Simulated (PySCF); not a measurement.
Task: Give a PBE0-D3(BJ)/def2-SVP geometry of `N#C[C@@H]1CCC[S@](=O)C1`.

Result: 
```
atom  x, y, z in Å
N1     3.3616    0.5569    1.2745
C2     2.2297    0.3317    1.1885
C3     0.8034    0.0429    1.0551
C4     0.5759   -1.2947    0.3344
C5    -0.9038   -1.6445    0.2319
C6    -1.7149   -0.5908   -0.5037
S7    -1.7265    1.0100    0.3752
O8    -2.2607    2.0292   -0.5850
C9     0.0935    1.2040    0.3547
H10    0.4020   -0.0384    2.0826
H11    1.0194   -1.2308   -0.6734
H12    1.1167   -2.0899    0.8687
H13   -1.3229   -1.7908    1.2429
H14   -1.0173   -2.6098   -0.2859
H15   -1.3255   -0.3642   -1.5100
H16   -2.7753   -0.8666   -0.6025
H17    0.2865    2.1677    0.8479
H18    0.3773    1.2944   -0.7061
```

Any rigid rotation of these coordinates is as good. Atoms count from 1 in this order. S7 (sulfinyl sulfur) is pyramidal (angles 106.9°, 106.0° and 94.7°, sum 307.5°, 0.73 Å off the plane of its three neighbours). The C–C distances run from 1.461 Å (C2–C3, drawn single) to 1.536 Å (C3–C4, drawn single), a spread of 0.075 Å. The 6-membered ring C3–C4–C5–C6–S7–C9 has internal angles of 94.7° to 113.1°; it is puckered, 0.28 Å rms from its mean plane, widest ring torsion 64°. Of the pairs four or more bonds apart, H15···H18 is among the closest relative to their van der Waals radii: 2.51 Å, 105 % of the sum of Bondi's values.

Bonds between heavy atoms (Å): N1≡C2 1.157, C2–C3 1.461, C3–C4 1.536, C4–C5 1.524, C5–C6 1.520, C6–S7 1.826, S7=O8 1.499, S7–C9 1.830, C3–C9 1.531.

Method: PBE0-D3(BJ)/def2-SVP geometry optimisation, gas phase in PySCF 2.14.0.

Point group: C1 (no symmetry element, even within 0.4 Å). PBE0-D3(BJ)/def2-SVP frequencies: not computed here. One conformer, not necessarily the lowest (C2–C3–C4–C5 178°, C3–C4–C5–C6 59°, C4–C5–C6–S7 -64°, C5–C6–S7–O8 167°).
